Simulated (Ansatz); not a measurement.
Reaction (cleavage of the Ga–Si bond): `F[CH2][GaH][SiH3]` + CH₃NH₂ → `C[NH][GaH][CH2]F` + SiH₄

Gas-phase electronic energies from Ansatz, PBE0-D4/def2-TZVP geometries. CCSD(T)/CBS is the MP2 limit (def2-TZVPP, def2-QZVPP) plus CCSD(T) − MP2 in def2-TZVPP, frozen cores. This one scheme is used for every species. For Ga outer-core shells are correlated without core-valence functions, which leaves a few kJ/mol of doubt a bond. Scalar relativity is left out up to krypton. Each species was taken in one conformer, which may not be the lowest.

`F[CH2][GaH][SiH3]`:

Cartesian coordinates in Å:
```
F 1.491 -1.782 2.012
C 0.608 -0.790 1.602
Ga 0.554 -0.562 -0.376
Si -0.917 1.100 -1.337
H -0.389 -1.041 1.986
H 0.901 0.149 2.088
H 1.470 -1.468 -1.274
H -1.901 0.452 -2.249
H -0.136 2.082 -2.142
H -1.682 1.860 -0.309
```

CH₃NH₂:

```xyz
7

C    -0.481   -0.143    0.267
N     0.890    0.079   -0.159
H    -1.254    0.240   -0.415
H    -0.637    0.324    1.242
H    -0.651   -1.214    0.396
H     1.073    1.068   -0.274
H     1.060   -0.355   -1.057
```

`C[NH][GaH][CH2]F`:

```xyz
12

C     0.301    1.648    0.794
N     0.521    1.094   -0.524
Ga    0.162   -0.568   -1.147
C    -0.653   -1.927    0.058
F    -0.890   -1.444    1.345
H    -0.147    0.897    1.444
H     1.236    1.977    1.264
H    -0.377    2.510    0.769
H     0.935    1.754   -1.163
H     0.524   -0.859   -2.641
H    -0.004   -2.805    0.146
H    -1.608   -2.279   -0.347
```

SiH₄:

```xyz
5

Si    0.000    0.000    0.000
H     1.033    0.562   -0.906
H    -1.349    0.288   -0.549
H     0.130    0.619    1.343
H     0.186   -1.469    0.112
```

```json
{"level": "SCS-MP2/def2-QZVPP", "ΔE (kJ/mol)": "-51.1"}
{"level": "CCSD/CBS(def2)", "ΔE (kJ/mol)": "-41.7"}
```

Q: What does CCSD(T)/CBS give? (Estimate.)

A: Computed: -43.5 kJ/mol. The listed levels differ from it by -7.6, 1.8 kJ/mol.

Largest T1 diagnostic among the species: 0.014.

Leaving LDA and LC-ωPBE aside and taking each functional with its dispersion term where it has one, the values, not all of them listed here, spread over 18.0 kJ/mol, from CAM-B3LYP-D4 to HSE06-D4. LDA lies −12.2 kJ/mol from PBE without D4. In def2-TZVPP, CCSD(T) changes the Hartree–Fock value by −5.2 kJ/mol (the triples alone add −1.8 kJ/mol) and MP2 by −12.3 kJ/mol.

CCSD(T)/CBS has its own doubt, a few kJ/mol and more with outer-core shells, so smaller differences from it don't rank the levels.
